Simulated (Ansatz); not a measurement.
```yaml
crystal:
  periodic: [false, false, false]
  atoms:
    - {symbol: F, position_ang: [-0.000000, 0.000000, -0.000000]}
basis:
  gaussian: {orbitals: STO-3G}
total_charge: -1
hamiltonian: {xc: {name: SVWN5}}
```

```sh
$ ansatz run in.yaml --threads 2 --pin off --events-out ev --progress --plain --max-ram 32768MiB --backend cpu
```

Shortened log:

```
Functional definition: SVWN5
15 factors; integrals over basis functions are off by at most 1.2e-6 eV
mean field evaluation 1: about -2646.5418 eV, gradient 0.0e0 eV
mean field -2646.54178693 eV, -97.2586167794 hartree, gradient 0.0e0 eV, S^2 0.000000; 0 other end points of the search recorded, 0 dependent functions left out
reference -2646.54178945 eV, -97.2586168717 hartree; 5, 5 occupied and 0, 0 virtual orbitals, 15 factors
Total energy: -2646.54178945 eV, -97.2586168717 hartree
```
